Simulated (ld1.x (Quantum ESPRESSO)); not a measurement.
Cd: ultrasoft pseudisation with BP86, scalar-relativistic reference atom.

- Element: Cd
- Generator: ld1.x (Quantum ESPRESSO) 7.5
- Type: ultrasoft
- Functional: BP86
- Relativity: scalar-relativistic
- Frozen core: [Kr]
- Valence charge: 12
- Reference configuration: 4d10 5s1 5p1
- Partial waves: 5s (bound): rcut 2.20, rcutus 2.45 bohr; 5s channel at 2.45 Ry: rcut 2.20, rcutus 2.45 bohr; 5p (bound): rcut 0.70, rcutus 1.00 bohr; 5p channel at 0.75 Ry: rcut 0.70, rcutus 1.00 bohr; 4d (bound): rcut 1.35, rcutus 1.50 bohr; 4d channel at 3.5 Ry: rcut 1.35, rcutus 1.50 bohr
- Local potential: all-electron potential smoothed inside 1.60 bohr (lloc = -2)
- Core correction: none
- Augmentation charge: PSQ, inside the norm-conserving radii

All-electron outer shells of the reference configuration (BP86, scalar-relativistic, ld1.x):

```csv
shell,level (eV),outermost node (bohr),outermost maximum (bohr)
4s,-108.02,0.43,0.79
4p,-69.06,0.43,0.84
4d,-13.76,0.42,0.98
5s,-7.11,1.06,2.29
5p,-2.24,1.19,3.17
```

Question: Does this generation succeed?

Answer: No. ld1.x (Quantum ESPRESSO) 7.5 stopped with "run_pseudo: Errors in PS-KS equation": the pseudo-atom solver did not find the valence states with the expected number of nodes, which is the usual sign of a ghost state. The 5p radius of 1.00 bohr lies inside the outermost node of the all-electron wave at 1.19 bohr. Before that it printed "Warning: n=2, l=1 expected 0 nodes, found 1".
